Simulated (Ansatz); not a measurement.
A nudged elastic band was laid between two geometries of CH₇AsSeSi (11 atoms, charge 0, multiplicity 1).

Computed with Ansatz 0.2.0, RKS B3LYP-D4/def2-SVP.

| Item | Value |
| --- | --- |
| movable images | 5 |
| climbing image | yes |
| spring | 5.0 eV/Å² |
| optimiser | quadratic models (default) |
| start path | through a guess of the saddle point |
| force threshold | 0.03 eV/Å |
| iteration limit | 48 |
| end points | relaxed |

First end point:

```xyz
11
Properties=species:S:1:pos:R:3
C -0.791 1.213 0.099
Si 0.127 -0.182 -0.774
As 2.087 -0.918 0.381
Se -1.239 -2.009 -1.144
H -0.134 2.090 0.216
H -1.679 1.509 -0.481
H -1.119 0.894 1.100
H 0.524 0.231 -2.152
H 1.280 -1.144 1.664
H 2.458 0.508 0.811
H -1.449 -2.248 0.299
```

Last end point:

```xyz
11
Properties=species:S:1:pos:R:3
C -0.935 1.299 0.034
Si 0.084 -0.186 -0.518
As 1.620 -0.775 1.216
Se -1.244 -2.019 -0.985
H -0.283 2.172 0.208
H -1.678 1.564 -0.734
H -1.470 1.078 0.971
H 0.754 0.087 -1.822
H 2.464 -1.622 0.264
H 2.479 0.472 0.979
H -1.725 -2.126 0.408
```

Question: What changes between the two ends?

Answer: No bond is made or broken. The height of As3 over the plane of its neighbours goes from -0.96 to 0.94 Å.

Question: What energy profile does the band end with?

Answer: It converged. The highest image is number 2 of 0 to 6, 30.1 kcal/mol above the ends, which have the same energy within 2 meV. Neighbouring images differ by up to 1.3 eV, so the band resolves the path poorly. A vibrational analysis at the climbing image gives one clearly imaginary mode, 731i cm⁻¹: a first-order saddle point.

| image | path coordinate (Å) | energy (kcal/mol) | height of As3 over the plane of its neighbours (Å) |
| --- | --- | --- | --- |
| 0 | 0.00 | 0.0 | -0.96 |
| 1 | 1.24 | 1.0 | -0.93 |
| 2 | 2.47 | 30.1 | -0.03 |
| 3 | 2.88 | 16.1 | 0.43 |
| 4 | 3.29 | 3.3 | 0.78 |
| 5 | 3.69 | 0.3 | 0.91 |
| 6 | 4.10 | 0.0 | 0.94 |

Question: What is the geometry of the highest image?

Answer: 
```xyz
11
Properties=species:S:1:pos:R:3
C -0.855 1.366 -0.037
Si -0.021 -0.168 -0.732
As 1.760 -0.608 0.636
Se -1.353 -2.037 -0.887
H -0.139 2.204 0.019
H -1.683 1.663 -0.700
H -1.255 1.177 0.970
H 0.350 0.051 -2.159
H 2.443 -1.925 0.731
H 2.319 0.378 1.602
H -1.498 -2.160 0.577
```

Run time: 16 min on 2 threads of Arm Neoverse N1 (shared host), peak memory 0.4 GiB.
